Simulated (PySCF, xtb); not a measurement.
benzonitrile (C₇H₅N), SMILES C(c1ccccc1)#N.

GFN2-xTB (xtb) at its own geometry gives an orbital gap of 3.98 eV and a dipole moment of 4.21 D.

Geometry optimised at PBE0-D3(BJ)/def2-SVP.

Q: What does r2SCAN/def2-TZVP in PySCF give? (An estimate is asked for; the answer gives what the named calculation found.)

A: gap 4.64 eV (levels -7.00 and -2.37 eV), dipole 4.72 D.
